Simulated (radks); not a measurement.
The numbers below are computed, except where a source is named.
These are the eigenvalues of the occupied orbitals of an atom or ion with whole-number occupations (hartree). Code: a radial shooting solver on a logarithmic mesh with Libxc functionals. Model: scalar-relativistic Kohn-Sham, exchange-only LDA, spin-polarised, spherical densities, point nucleus.

orbital  eigenvalue
1s up     -506.9267
1s down   -506.6715
2s up     -102.7106
2s down   -102.3507
2p up     -96.52262
2p down   -96.09275

Which element is it, and in what charge state? The configuration may be excited. Open shells, if any, are filled with parallel spins first.

Answer. Z = 34, selenium, charge +25: Se25+ in [He] 2s2 2p5. The list shows which subshells hold electrons but not how many an open one holds; the 1s level, -506.93 hartree, gives Z - s = 31.8 by -(Z - s)^2/2, which with screening and relativity narrows Z to a few neighbours, and the depths of the outer levels then fix element, charge and occupations together.
